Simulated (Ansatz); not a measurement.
Reaction (ligand exchange at a W–O bond): `C[O][W](=[O])([OH])=[S]` + H–F → `[O]=[W]([OH])([F])=[S]` + CH₃OH

Isolated molecules relaxed with PBE0-D4/def2-TZVP in Ansatz; ΔE leaves out vibrations. CCSD(T)/CBS is the MP2 limit (def2-TZVPP, def2-QZVPP) plus CCSD(T) − MP2 in def2-TZVPP, frozen cores. This one scheme is used for every species. DFT in def2-TZVPP. def2 core potentials past Kr. For W outer-core shells are correlated without core-valence functions, which leaves a few kJ/mol of doubt a bond. Each species was taken in one conformer, which may not be the lowest.

CCSD(T)/CBS gives -0.8 kJ/mol.

Question: Another level gave -5.0 kJ/mol. Which?
A. RPA@PBE/def2-TZVPP
B. LC-ωPBE/def2-TZVPP
C. ωB97M-V/def2-TZVPP
D. MP2/def2-TZVPP

Answer: A. RPA@PBE/def2-TZVPP -5.0, LC-ωPBE -17.8, ωB97M-V -12.7, MP2/def2-TZVPP 5.1 kJ/mol.

Largest T1 diagnostic among the species: 0.023, so the coupled-cluster value is less sure than usual.

The D4 term adds +9.5 kJ/mol with B3LYP and +5.5 kJ/mol with PBE0; it sums over pairs of atoms, weighted by their polarisabilities, and B3LYP, whose exchange is more repulsive, gets the larger term. In def2-TZVPP, CCSD(T) changes the Hartree–Fock value by +14.0 kJ/mol (the triples alone add +2.6 kJ/mol) and MP2 by +20.0 kJ/mol.

B3LYP here is the variant with VWN-RPA as its local correlation; programs differ in this.

CCSD(T)/CBS has its own doubt, a few kJ/mol and more with outer-core shells, so smaller differences from it don't rank the levels.
